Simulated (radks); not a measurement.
Results of a calculation; reference values are marked as such.
Spherical jellium clusters: N electrons in a uniform positive sphere of charge N and radius rs N^(1/3), rs = 3.45 bohr. Level of theory: non-relativistic Kohn-Sham, LDA (Slater exchange, Perdew-Wang correlation), spin-polarised, spherical densities (a radial shooting solver with Libxc functionals). Levels are named by radial order and angular momentum (1s, 1p, 1d, 2s, ...), and open shells are averaged over m.

N = 23, configuration 1s2 1p6 1d10 2s2 1f(up 3, down 0). This is the lowest configuration that the search found. Occupied and some empty levels:

level,occupation,eigenvalue (eV),<r> (bohr)
1s up,1,-6.2138,6.136
1s down,1,-6.0804,5.974
1p up,3,-5.2793,7.207
1p down,3,-5.0937,7.129
1d up,5,-4.0804,7.995
1d down,5,-3.8684,7.973
2s up,1,-3.4356,6.649
2s down,1,-3.3255,6.737
1f up,3,-2.6820,8.724
1f down,0,-2.4627,8.751
2p up,0,-1.9311,8.366
2p down,0,-1.8214,8.442
1g up,0,-1.1550,9.561
1g down,0,-0.94719,9.665
2d up,0,-0.65396,11.00
2d down,0,-0.56009,11.27

Energy (eV): total -40.6897, kinetic 52.267, external -1730.0, Hartree 851.43, exchange-correlation -94.690, background 880.30.
